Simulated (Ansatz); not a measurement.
`O=C=[N][SnH2][Cl]` and `N=C=O` differ in one atom or group.

Ansatz, PBE0-D4/def2-TZVP geometries, multiplicity 1. Each molecule was computed in one conformer, which needn't be the lowest.

Elements past krypton have def2 core potentials.

| property | `O=C=[N][SnH2][Cl]` |
| --- | --- |
| HOMO–LUMO gap (B3LYP/def2-TZVPP) / eV | 6.68 |
| HOMO–LUMO gap (PBE/def2-TZVPP) / eV | 4.93 |
| LUMO energy (PBE0/def2-TZVPP) / eV | -1.32 |
| HOMO energy (B3LYP/def2-TZVPP) / eV | -8.31 |
| HOMO energy (ωB97M-V/def2-TZVPP) / eV | -10.78 |
| ideal-gas entropy at 298 K and 1 bar (rigid rotor, harmonic PBE0-D4/def2-TZVP) / J/(mol·K) | 374 |

Question: What does the change do to each property? (An estimate is asked.)

Answer: Ansatz gave: 
```
                                                                                  property  `N=C=O`  shift
                                                     HOMO–LUMO gap (B3LYP/def2-TZVPP) / eV     8.46   1.78
                                                       HOMO–LUMO gap (PBE/def2-TZVPP) / eV     6.49   1.56
                                                        LUMO energy (PBE0/def2-TZVPP) / eV     0.20   1.52
                                                       HOMO energy (B3LYP/def2-TZVPP) / eV    -8.59  -0.28
                                                     HOMO energy (ωB97M-V/def2-TZVPP) / eV   -11.13  -0.35
ideal-gas entropy at 298 K and 1 bar (rigid rotor, harmonic PBE0-D4/def2-TZVP) / J/(mol·K)      238   -136
```

With PBE0 the HOMO falls by 0.28 eV and the LUMO rises by 1.52 eV, so the gap widens by about 1.80 eV. PBE moves the HOMO by -0.20 eV and ωB97M-V by -0.35 eV. The zero-point energy changes by -18.0 kJ/mol with -9 modes. Modes under 60 cm⁻¹, often nearly free rotors, make the harmonic entropy too high.

B3LYP here is the variant with VWN-RPA as its local correlation; programs differ in this.
